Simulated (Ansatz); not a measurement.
Reactions of C3H8Se, SMILES `CC[Se]C`.

Isolated molecules relaxed with PBE0-D4/def2-TZVP in Ansatz; ΔE leaves out vibrations. CCSD(T)/CBS is the MP2 limit (def2-TZVPP, def2-QZVPP) plus CCSD(T) − MP2 in def2-TZVPP, frozen cores. This one scheme is used for every species. Functionals use def2-TZVPP. def2 core potentials past Kr. For Br, In, Se outer-core shells are correlated without core-valence functions, which leaves a few kJ/mol of doubt a bond. Scalar relativity is left out up to krypton. Each species was taken in one conformer, which may not be the lowest.

| reaction | CCSD/CBS(def2) (kcal/mol) | PBE-D4 (kcal/mol) | B2PLYP (kcal/mol) | CCSD(T)/CBS(def2) (kcal/mol) |
| --- | --- | --- | --- | --- |
| `CC[Se]C` + `ClBCl` → `C[Se]B(Cl)Cl` + `CC` | -25.8 | -27.8 | -26.0 | -26.4 |
| `CC[Se]C` + `C[SiH3]` → `C[SiH2][Se]C` + `CC` | -24.6 | -24.9 | -24.0 | -24.5 |
| `CC[Se]C` + `BC(=C)Br` → `C=C(Br)BC` + `C[Se]C` | -13.0 | -14.6 | -13.4 | -13.1 |
| `CC[Se]C` + `[OH][In]([F])[F]` → `CC[O][In]([F])[F]` + `C[SeH]` | 10.9 | 10.0 | 10.5 | 11.1 |
| `CC[Se]C` + PH₃ → `C[Se]P` + `CC` | -13.9 | -15.4 | -14.5 | -13.8 |

Largest T1 diagnostic: 0.018, for `[OH][In]([F])[F]`.
